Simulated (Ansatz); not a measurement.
Program: Ansatz. Geometries: PBE0-D4/def2-TZVP. ΔE: electronic, gas phase. CCSD(T)/CBS adds triple-zeta CCSD(T) − MP2 to the extrapolated MP2 energy (def2 sets, frozen cores). This one scheme is used for every species. Functionals use def2-TZVPP. Each species was taken in one conformer, which may not be the lowest.

`F[CH]([SiH3])[AlH][SiH3]` + H₂ → `[AlH2][SiH3]` + `FC[SiH3]`  (hydrogenolysis of the Al–C bond)

`F[CH]([SiH3])[AlH][SiH3]`:

Cartesian coordinates in Å:
```
F 1.574 0.073 2.335
C 1.005 0.335 1.072
Si -0.509 1.447 1.279
Al 0.585 -1.329 0.085
Si -0.435 -1.035 -2.131
H 1.739 0.914 0.490
H -0.197 2.667 2.066
H -0.966 1.826 -0.087
H -1.607 0.704 1.955
H 0.851 -2.733 0.771
H -0.208 -2.193 -3.041
H 0.079 0.189 -2.811
H -1.911 -0.865 -1.982
```

H₂:

Cartesian coordinates in Å:
```
H -0.338 -0.079 -0.138
H 0.338 0.079 0.138
```

`[AlH2][SiH3]`:

```xyz
7

Al   -0.259    1.273    0.542
Si    0.193   -0.939   -0.426
H    -0.394    2.567   -0.369
H    -0.421    1.421    2.116
H     1.454   -1.508    0.132
H    -0.900   -1.896   -0.086
H     0.327   -0.919   -1.910
```

`FC[SiH3]`:

Z-matrix (Å, degrees):
```
C
Si 1 1.895
F 1 1.391 2 110.4
H 1 1.095 2 111.2 3 120.0
H 1 1.095 2 111.2 3 -120.0
H 2 1.484 1 110.0 3 60.5
H 2 1.484 1 110.0 3 -60.5
H 2 1.488 1 107.8 3 180.0
```

(1) Is it downhill or uphill in electronic energy at CCSD(T)/CBS, and by how much? (Best estimate.)

(2) What do these levels give: ωB97M-V, r2SCAN, SCS-MP2/def2-TZVPP, HF/def2-QZVPP, MP2/def2-QZVPP, HF/CBS(def2)? (Best estimate.)

Largest T1 diagnostic among the species: 0.013.

Results:

(1) Ansatz gave: Downhill: ΔE = -23.1 kJ/mol.

(2) Computed: ωB97M-V -23.2, r2SCAN -20.6, SCS-MP2/def2-TZVPP -30.5, HF/def2-QZVPP -62.6, MP2/def2-QZVPP -19.9, HF/CBS(def2) -62.6 kJ/mol.

In def2-TZVPP, CCSD(T) changes the Hartree–Fock value by +35.5 kJ/mol (the triples alone add +7.0 kJ/mol) and MP2 by +40.4 kJ/mol. The D4 term adds +14.1 kJ/mol with B3LYP and +8.1 kJ/mol with PBE0; it sums over pairs of atoms, weighted by their polarisabilities, and B3LYP, whose exchange is more repulsive, gets the larger term.

B3LYP here is the variant with VWN-RPA as its local correlation; programs differ in this.
